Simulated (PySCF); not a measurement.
Al(F)(Br)(Et) (C2H5AlBrF), SMILES [Br][Al]([F])[CH2]C.

Geometry optimised at B3LYP-D3(BJ)/def2-SVP. The structure was generated by enumeration; whether it is a known compound was not checked. The values are those of a single conformer.

Two levels are set side by side: PBE/def2-TZVP (PySCF) and PBE0/def2-TZVP (PySCF). Same geometry, gas phase. Differences are taken from unrounded values.

```
quantity                      PBE0
---------------------------  -----
orbital gap (eV)              7.58
highest occupied level (eV)  -8.30
lowest empty level (eV)      -0.73
dipole moment (D)             2.29
mean polarisability (bohr³)   67.0
```

Q: What does PBE give, and how far is it from PBE0? (Estimate from the structure and the level; the computed values follow.)

A: 
| quantity | PBE | PBE minus PBE0 |
|---|---|---|
| orbital gap (eV) | 5.54 | -2.03 |
| highest occupied level (eV) | -7.04 | 1.26 |
| lowest empty level (eV) | -1.50 | -0.77 |
| dipole moment (D) | 2.25 | -0.05 |
| mean polarisability (bohr³) | 70.2 | 3.2 |

PBE's occupied levels lie high since its potential decays too fast outside the molecule; exact exchange lowers them and widens the gap. PBE's more diffuse valence density responds more strongly to a field. Differences between two approximate levels are no errors against the true value.

Rough cost on one machine, each run with all the roots and properties that it gave: PBE0 against PBE within a factor of 2.
